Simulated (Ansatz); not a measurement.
Cost and result for the atomization energy of `B[SiH](F)Cl` (7 atoms, 6 bonds).

Z-matrix (Å, degrees):
```
Si
F 1 1.595
Cl 1 2.059 2 108.4
B 1 1.998 2 113.8 3 111.1
H 1 1.480 2 106.4 3 -115.8
H 4 1.194 1 119.9 2 159.6
H 4 1.193 1 121.0 2 -25.7
```

The species carries charge 0 and has multiplicity 1. The geometry is a stationary point of PBE0-D4/def2-TZVP. Program: Ansatz. All runs use 2 threads of an Arm Neoverse V2 on a shared host. Times are those of one run each, without the atoms' runs, and a repeat can differ threefold. Electronic energies, without spin–orbit coupling; frozen cores. CCSD(T)/CBS adds CCSD(T) − MP2 in def2-TZVPP to the MP2 limit, and its time is that of the two runs behind it. T1 = 0.011. B3LYP takes the VWN-RPA correlation (the form of Gaussian; ORCA's B3LYP/G). HSE06 is the plane-wave form, built on full-range PBE exchange.

CCSD(T)/CBS is a level of theory with its own doubt, some kJ/mol a heavy atom from the limit and from the frozen cores, so smaller differences don't rank the functionals.

| level | functions | wall time | atomization (kcal/mol) | difference from CCSD(T)/CBS | per bond |
| --- | --- | --- | --- | --- | --- |
| CCSD(T)/def2-SVP | 79 | 1.6 s | 521.4 | -41.9 | -7.0 |
| PBE0-D4/def2-TZVPP | 188 | 2.2 s | 559.9 | -3.4 | -0.6 |
| BHLYP-D4/def2-TZVPP | 188 | 2.4 s | 551.2 | -12.1 | -2.0 |
| HSE06-D4/def2-TZVPP | 188 | 2.5 s | 560.1 | -3.2 | -0.5 |
| B3LYP-D4/def2-TZVPP (with forces) | 188 | 3.5 s | 561.1 | -2.2 | -0.4 |
| B2PLYP/def2-TZVPP | 188 | 3.9 s | 556.8 | -6.5 | -1.1 |
| r2SCAN-D4/def2-TZVPP (with forces) | 188 | 4 s | 566.7 | 3.4 | 0.6 |
| PBE-QIDH/def2-TZVPP | 188 | 4.1 s | 559.9 | -3.4 | -0.6 |
| r2SCANh-D4/def2-TZVPP | 188 | 4.2 s | 563.4 | 0.1 | 0.0 |
| B97M-V/def2-TZVPP | 188 | 8.5 s | 568.6 | 5.3 | 0.9 |
| MP2/def2-QZVPP | 344 | 11 s | 569.9 | 6.6 | 1.1 |
| CCSD(T)/def2-TZVPP | 188 | 38 s | 547.5 | -15.8 | -2.6 |
| CCSD(T)/CBS(def2) | – | 49 s | 563.3 | 0.0 | 0.0 |

From BLYP to BHLYP (50 % exact exchange), in def2-TZVPP and without D4, the atomization energy moves by −3.6 kcal/mol: exact exchange takes away binding that semilocal exchange gives to molecules. In def2-TZVPP, CCSD(T) changes the Hartree–Fock value by +109.9 kcal/mol (the triples alone add +6.7 kcal/mol) and MP2 by +122.8 kcal/mol; breaking electron pairs costs correlation energy, which Hartree–Fock lacks. The D4 term adds +5.5 kcal/mol with B3LYP and +2.8 kcal/mol with PBE0; it sums over pairs of atoms, weighted by their polarisabilities, and B3LYP, whose exchange is more repulsive, gets the larger term.
